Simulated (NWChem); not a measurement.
Molecule: C2H5NOSi; SMILES N#CC[SiH2]O

```xyz
10

N      0.3299     2.8583     0.0000
C     -0.1949     1.8255     0.0000
C     -0.8013     0.5108     0.0000
Si     0.4891    -0.8758     0.0000
O     -0.4339    -2.2593     0.0000
H     -1.4443     0.3920     0.8875
H     -1.4443     0.3920    -0.8875
H      1.3440    -0.7622    -1.2184
H      1.3440    -0.7622     1.2184
H      0.0162    -3.1085     0.0000
```
Atoms are numbered in this order, from 1.

All runs: NWChem. Structure relaxed at the PBE0/def2-SVP level. GIAO values for the isolated, static molecule; σ is the absolute isotropic shielding, δ = σ(reference) − σ with the isolated reference molecule computed at the same levels (13C: tetramethylsilane, 1H: tetramethylsilane, 15N: ammonia, 29Si: tetramethylsilane).

Q: What does the run give for LDA (Slater exchange, VWN5)/pcSseg-1? Quantities: δ N1 (ppm); δ C2 (ppm); δ C3 (ppm); δ Si4 (ppm); δ H6 (ppm); δ H8 (ppm); δ H10 (ppm).

A: 
```
Item         Result
-----------  ------
δ N1 (ppm)    316.8
δ C2 (ppm)    119.2
δ C3 (ppm)      1.7
δ Si4 (ppm)    -8.7
δ H6 (ppm)     1.97
δ H8 (ppm)     5.57
δ H10 (ppm)    0.64
```
